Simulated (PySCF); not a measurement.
## Magnetic susceptibility: SMILES C=C=C(C)/C=C\C(=O)O, C₇H₈O₂

Molfile (atoms numbered from 1):
```
C7H8O2
     RDKit          3D

 17 16  0  0  0  0  0  0  0  0999 V2000
   -3.0091   -1.6100   -0.0701 C   0  0  0  0  0  0  0  0  0  0  0  0
   -1.9073   -0.9427   -0.1472 C   0  0  0  0  0  0  0  0  0  0  0  0
   -0.7945   -0.2408   -0.1929 C   0  0  0  0  0  0  0  0  0  0  0  0
   -0.8584    1.2423   -0.4152 C   0  0  0  0  0  0  0  0  0  0  0  0
    0.4614   -0.9549   -0.0854 C   0  0  0  0  0  0  0  0  0  0  0  0
    1.7097   -0.5113    0.1414 C   0  0  0  0  0  0  0  0  0  0  0  0
    2.1883    0.8157    0.5284 C   0  0  0  0  0  0  0  0  0  0  0  0
    1.5862    1.7003    1.0893 O   0  0  0  0  0  0  0  0  0  0  0  0
    3.5051    0.9375    0.2511 O   0  0  0  0  0  0  0  0  0  0  0  0
   -3.5089   -1.7821    0.8711 H   0  0  0  0  0  0  0  0  0  0  0  0
   -3.4853   -2.0292   -0.9434 H   0  0  0  0  0  0  0  0  0  0  0  0
   -0.4656    1.7722    0.4490 H   0  0  0  0  0  0  0  0  0  0  0  0
   -1.8853    1.5517   -0.5937 H   0  0  0  0  0  0  0  0  0  0  0  0
   -0.2482    1.5102   -1.2768 H   0  0  0  0  0  0  0  0  0  0  0  0
    0.3589   -2.0232   -0.2464 H   0  0  0  0  0  0  0  0  0  0  0  0
    2.5211   -1.2241    0.0757 H   0  0  0  0  0  0  0  0  0  0  0  0
    3.8249    1.8005    0.5553 H   0  0  0  0  0  0  0  0  0  0  0  0
  1  2  2  0
  2  3  2  0
  3  4  1  0
  3  5  1  0
  5  6  2  0
  6  7  1  0
  7  8  2  0
  7  9  1  0
  1 10  1  0
  1 11  1  0
  4 12  1  0
  4 13  1  0
  4 14  1  0
  5 15  1  0
  6 16  1  0
  9 17  1  0
M  END
```

Level of theory: GIAO B3LYP/pcSseg-1 magnetisability, rotational g tensor and spin-rotation constants, non-relativistic, gas phase (PySCF 2.14.0). Geometry: GFN2-xTB.

Task: How diamagnetic is it, and how anisotropic?

Result: Isotropic -1144 × 10⁻³⁰ J/T², or -68.9 × 10⁻⁶ cm³/mol; principal values -1296, -1080, -1056 × 10⁻³⁰ J/T², anisotropy 230 × 10⁻³⁰ J/T² (root of half the summed squared differences of the principal values). The susceptibility is in cgs units.

Task: Split it along the inertial axes a, b, c into diamagnetic and paramagnetic parts about the centre of mass, with the quadrupole moment.

Result: 
| axis | χ (10⁻⁶ cm³/mol) | diamagnetic (10⁻⁶ cm³/mol) | paramagnetic (10⁻⁶ cm³/mol) | summed x² of all electrons (Å²) | quadrupole Θ (D Å) |
| --- | --- | --- | --- | --- | --- |
| a | -64.3 | -385.2 | 320.9 | 342.8 | +12.16 |
| b | -65.1 | -1552.0 | 1487.0 | 67.8 | -5.50 |
| c | -77.3 | -1742.1 | 1664.9 | 23.0 | -6.66 |

Anisotropies 2χaa − χbb − χcc = +13.8 and 2χbb − χaa − χcc = +11.4 × 10⁻⁶ cm³/mol. Θ is traceless in Buckingham's convention.

Task: And the rotational g tensor?

Result: 
```tsv
axis	rotational constant (GHz)	g	nuclear part	electronic part
a	4.4824	-0.0682	0.6076	-0.6757
b	0.8047	-0.0080	0.5541	-0.5621
c	0.7177	-0.0028	0.5586	-0.5614
```
Asymmetric top; isotopes 12C, 1H, 16O; no vibrational averaging.
